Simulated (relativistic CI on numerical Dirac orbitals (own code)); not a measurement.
**Spin-allowed bands of a d3 ion in an octahedral site, by hand**

Problem. Take Δ = 11500 cm⁻¹ and B = 410 cm⁻¹ for a d3 ion in an octahedral site. Calculate the three spin-allowed bands.

Working.
1. The terms of highest spin are 4F (energy 0) and 4P (15B = 6150 cm⁻¹). Here the F term splits into A2 at −1.2Δ = -13800, T2 at −0.2Δ = -2300 and T1 at +0.6Δ = 6900 cm⁻¹.
2. The two T1 states mix through the element 0.4Δ: H = [[6900, 4600], [4600, 6150]], with roots ½(H₁₁ + H₂₂) ∓ ½√[(H₂₂ − H₁₁)² + 4H₁₂²] = ½(13050) ∓ ½(9231) = 1910 and 11140 cm⁻¹.
3. The ground term is 4A2 at -13800 cm⁻¹.
4. Bands: 4T2 11500 cm⁻¹ (870 nm), 4T1(F) 15710 cm⁻¹ (637 nm), 4T1(P) 24940 cm⁻¹ (401 nm).

Check. Exact diagonalisation of the whole d3 shell with these parameters gives 4T2 11500, 4T1 15710, 4T1 24940 cm⁻¹. The match is exact, since without spin-orbit coupling no other term has this spin. The ratio of the second band to the first, 1.366, depends on Δ/B = 28.0 alone, which is how a Tanabe-Sugano diagram is read.
